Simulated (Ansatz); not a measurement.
Calculated with Ansatz (gas phase, PBE0-D4/def2-TZVP geometries, no zero-point term in ΔE). CCSD(T)/CBS adds triple-zeta CCSD(T) − MP2 to the extrapolated MP2 energy (def2 sets, frozen cores). DFT in def2-TZVPP. B3LYP here is the variant with VWN-RPA as its local correlation; programs differ in this. HSE06 is defined as in plane-wave codes. No spin–orbit coupling; open shells (•) take unrestricted orbitals. Each species was taken in one conformer, which may not be the lowest.

Consider the homolysis of the C–N bond: `OCN[SiH3]` → `[CH2]O`• + `[NH][SiH3]`•.

| level | ΔE (eV) | difference from CCSD(T)/CBS |
| --- | --- | --- |
| LDA (SPW92) | 4.93 | 0.65 |
| PBE-D4 | 4.12 | -0.16 |
| revPBE-D4 | 3.99 | -0.29 |
| r2SCAN-D4 | 3.89 | -0.39 |
| B97M-V | 4.05 | -0.23 |
| PBE0-D4 | 4.12 | -0.16 |
| B3LYP-D4 | 3.98 | -0.30 |
| r2SCANh-D4 | 3.89 | -0.39 |
| HSE06-D4 | 4.12 | -0.16 |
| BHLYP-D4 | 3.91 | -0.37 |
| CAM-B3LYP-D4 | 4.08 | -0.20 |
| ωB97X-V | 4.20 | -0.08 |
| ωB97M-V | 4.22 | -0.06 |
| B2PLYP | 4.05 | -0.23 |
| PBE-QIDH | 4.25 | -0.03 |
| PBE | 4.04 | -0.24 |
| revPBE | 3.74 | -0.54 |
| BLYP | 3.71 | -0.57 |
| r2SCAN | 3.86 | -0.42 |
| PBE0 | 4.05 | -0.23 |
| B3LYP | 3.84 | -0.44 |
| r2SCANh | 3.87 | -0.41 |
| r2SCAN0 | 3.86 | -0.42 |
| HSE06 | 4.05 | -0.23 |
| BHLYP | 3.81 | -0.47 |
| LC-ωPBE | 4.07 | -0.21 |
| RPA@PBE/def2-TZVPP | 4.00 | -0.28 |
| HF/def2-SVP | 3.02 | -1.26 |
| MP2/def2-SVP | 4.49 | 0.21 |
| CCSD(T)/def2-SVP | 4.21 | -0.07 |
| HF/def2-TZVPP | 2.81 | -1.47 |
| MP2/def2-TZVPP | 4.51 | 0.23 |
| SCS-MP2/def2-TZVPP | 4.38 | 0.10 |
| CCSD/def2-TZVPP | 4.06 | -0.22 |
| CCSD(T)/def2-TZVPP | 4.17 | -0.11 |
| MP2/def2-QZVPP | 4.57 | 0.29 |
| SCS-MP2/def2-QZVPP | 4.45 | 0.17 |
| HF/CBS(def2) | 2.80 | -1.48 |
| MP2/CBS(def2) | 4.61 | 0.33 |
| CCSD/CBS(def2) | 4.16 | -0.12 |
| CCSD(T)/CBS | 4.28 | 0 |

Largest T1 diagnostic among the species: 0.016.

The D4 term adds +0.13 eV with B3LYP and +0.07 eV with PBE0; it sums over pairs of atoms, weighted by their polarisabilities, and B3LYP, whose exchange is more repulsive, gets the larger term. In def2-TZVPP, CCSD(T) changes the Hartree–Fock value by +1.36 eV (the triples alone add +0.11 eV) and MP2 by +1.70 eV; breaking electron pairs costs correlation energy, which Hartree–Fock lacks. At CCSD(T), def2-SVP lies −0.07 eV from the extrapolated value and def2-TZVPP −0.11 eV.
